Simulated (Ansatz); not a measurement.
Harmonic frequencies (cm⁻¹) at PBE0-D4/def2-TZVP from Ansatz: 38, 73, 99, 112, 195, 369, 527, 622, 714, 718, 960, 963, 1174, 1342, 1429, 1443, 1470, 1471, 3047, 3064, 3136, 3151, 3158, 3168.

Each molecule was computed in one conformer, which needn't be the lowest.

(1) Which molecule is it?
A. `C[O][Al][OH]`•
B. `C[SiH]([S])Cl`•
C. `C[S][Ga][CH3]`•
D. `[BH]CC`•

Answers

(1) C.
